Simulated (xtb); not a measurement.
Here is a job for xtb.
```
$ xtb mol.xyz --gfn 0 --uhf 1 --json

# file mol.xyz
5

F      2.28800819    -0.25131237    -0.03783998
B      1.01482057    -0.12552342     0.08614484
B     -0.53657336     0.05826643     0.01378160
F     -1.15328058     1.24668203     0.14170634
F     -1.40042050    -0.95800468    -0.15938105
```

Question: What is the computed partial charges in atom order (xtb with GFN0-xTB)?

Answer: F1 -0.18, B2 0.27, B3 0.23, F4 -0.16, F5 -0.16

Question: What total energy does GFN0-xTB give?

Answer: -14.2953 Eh
